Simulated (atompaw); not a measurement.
Ca: PAW (atompaw) pseudisation with LDA (PW92), scalar-relativistic reference atom.

The input file (atompaw 4.2.0.5):

```
Ca 20
LDA-PW scalarrelativistic loggrid 1500 logderivrange -6 5 276
4 4 3 0 0 0
4 0 1
4 1 0
3 2 0
0 0 0
c
c
v
v
c
v
v
v
2
2.35 1.70 1.65 1.40
n
n
y
0.4
n
custom polynom vanderbiltortho sinc
3 0 troulliermartins
1.50
2.35
1.70
2.35
2.35
1.95
PWSCFOUT
UPFDX 0.0125d0 UPFXMIN -7.d0 UPFZMESH 20.d0
END
```

Command:

```bash
atompaw < Ca.input > Ca.log
```

Output (summary file):

```
Completed calculations for Ca (AE)

 Exchange-correlation type: LDA, Perdew-Wang correlation

 Radial integration grid is logarithmic
 r0 =   4.0659520E-04 h =   8.1319041E-03   n =      1500 rmax =   8.0000000E+01

 Scalar relativistic calculation

 AEatom converged in  25 iterations
   nz     =  20.00
   delta  =       7.475430745154E-17

 All Electron Orbital energies:
  n  l      occupancy      energy
  1  0      2.0000000E+00 -2.8995992E+02
  2  0      2.0000000E+00 -3.0883370E+01
  3  0      2.0000000E+00 -3.9544029E+00
  4  0      1.0000000E+00 -6.7394883E-01
  2  1      6.0000000E+00 -2.5111223E+01
  3  1      6.0000000E+00 -2.5666348E+00
  4  1      0.0000000E+00 -4.4558564E-01
  3  2      0.0000000E+00 -6.3118338E-01

 Total energy
   Total                    :    -1356.90832191157892

 ---
 Completed calculations for Ca (SC)

 Exchange-correlation type: LDA, Perdew-Wang correlation

 Radial integration grid is logarithmic
 r0 =   4.0659520E-04 h =   8.1319041E-03   n =      1500 rmax =   8.0000000E+01

 Scalar relativistic calculation

 SCatom converged in   1 iterations
   nz     =  20.00
   delta  =       2.569100064526E-17

 Valence Electron Orbital energies:
  n  l      occupancy      energy
   3  0      2.0000000E+00 -3.9544029E+00
   4  0      1.0000000E+00 -6.7394883E-01
   3  1      6.0000000E+00 -2.5666348E+00
   4  1      0.0000000E+00 -4.4558564E-01
   3  2      0.0000000E+00 -6.3118338E-01

 Total energy
   Total                    :    -1356.90832191041000
   Valence                  :     -129.55342737510597

 PAW parameters:
       lmax =            2
         rc =    2.3649227325910545
        irc =         1067
   rc_shape =    1.7081366445379029
    rc_vloc =    1.6534559433360301
    rc_core =    1.4052090713231669
   Vloc: Norm-conserving Troullier-Martins with l= 3;e=   0.0000E+00
   Projector type: polynomial pseudization + Vanderbilt ortho.
   Sinc^2 compensation charge shape zeroed at   1.7081E+00

 Number of basis functions     6
 No.   n  nodes  l      Energy         Cp coeff         Occ
  1    3    2    0   -0.3954403E+01  0.5295336E+00  0.2000000E+01
  2    4    3    0   -0.6739488E+00  0.1294496E+02  0.1000000E+01
  3    3    1    1   -0.2566635E+01  0.7013863E+00  0.6000000E+01
  4    4    2    1   -0.4455856E+00  0.2922105E+02  0.0000000E+00
  5    3    0    2   -0.6311834E+00 -0.5617624E+01  0.0000000E+00
  6  999    1    2    0.4000000E+00 -0.3788334E+00  0.0000000E+00

 Eigenvalues of overlap operator (in the basis of projectors):
    1        5.64036781E-01
    2        8.45878494E-01
    3        2.30965913E+00
    4        3.56044424E+01
    5        9.32387401E+01
    6        8.64232391E+03

 Orbital leakage outside PAW augmentation regions
   orb  is_core?  %out_of_sphere
   1 0    T           0.00
   2 0    T           0.00
   3 0    F           1.39
   4 0    F          85.54
   2 1    T           0.00
   3 1    F           3.70
   4 1    F          93.17
   3 2    F          28.77

 Summary of PAW energies
   Total valence energy     :   -129.55342460688502
   Smooth energy            :     17.29179931124531
   One center               :   -146.84522391813033
   Smooth kinetic           :     23.07645390353671
   Vloc energy              :    -10.74997950782444
   Smooth exch-corr         :     -9.42355254054365
   One-center xc            :    -58.85901814542260
```

The run took about 1.4 s on one core of a shared server CPU.
